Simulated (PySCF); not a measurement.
A structure optimised at PBE-D3(BJ)/def2-SVP, used in a PySCF frequency run:

```xyz
4

Ti     0.0000     0.0000     0.7280
I      2.0343     1.1745    -0.1007
I      0.0000    -2.3490    -0.1007
I     -2.0343     1.1745    -0.1007
```
Charge +1, spin multiplicity 1.

Write its SMILES, formula and point group.

[I][Ti+]([I])[I], I3Ti, C3v

What are its rotational constants (standard atomic weights)?

0.46814, 0.46814, 0.24058 GHz
